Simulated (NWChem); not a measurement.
Molecule: C6H5F; SMILES Fc1ccccc1

All runs: NWChem. Medium grid unless said otherwise, to which SCAN and Minnesota functionals are sensitive. Coordinates come from a PBE0/def2-SVP optimisation.

Q: Order these by “highest occupied level (eV)”, lowest first: BP86/def2-SVP; B3LYP/def2-SVP; M06/def2-SVP; BLYP/def2-SVP; MN15/def2-SVP.

A: MN15/def2-SVP (-7.75), M06/def2-SVP (-7.21), B3LYP/def2-SVP (-6.87), BP86/def2-SVP (-6.11), BLYP/def2-SVP (-5.79)
